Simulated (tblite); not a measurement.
iodine (I$_{2}$), singlet, at a GFN2-xTB geometry; GFN1-xTB (tblite 0.6.0).

Input for tblite:
```
$ tblite run mol.xyz --method gfn1 --charge 0 --spin 0 --guess eeq --json tblite.json --no-restart

# file mol.xyz
2

I     -0.00000000    -0.00000000    -1.33192124
I      0.00000000     0.00000000     1.33192124
```

Output, abridged:

```
xTB calculator
 | screened Coulomb repulsion
 | Coulomb electrostatics
 |  * isotropic Klopman-Ohno-Mataga-Nishimoto electrostatics
 |  * onsite third-order electrostatics
 | DFT-D3(BJ) dispersion correction

halogen bonding energy    0.0000000000000E+00 Eh
repulsion energy          1.2326585818843E-02 Eh
dispersion energy        -5.5429842528881E-04 Eh
number of electrons       1.4000000000000E+01 e
integral cutoff           2.3808421393427E+01 bohr

------------------------------------------------------------
  cycle        total energy    energy error   density error
------------------------------------------------------------
      1     -7.912625636855  -7.9243979E+00   6.9289337E-02
      2     -7.912625680671  -4.3816382E-08   4.1501763E-02
      3     -7.912625705139  -2.4467834E-08   2.1187788E-05
      4     -7.912625705139  -1.7763568E-15   1.2595165E-05
------------------------------------------------------------

electronic energy        -7.9243979925329E+00 Eh
total energy             -7.9126257051393E+00 Eh

Post processing:
 | Mayer-Wiberg bond orders

[Info] JSON dump of results written to 'tblite.json'
```
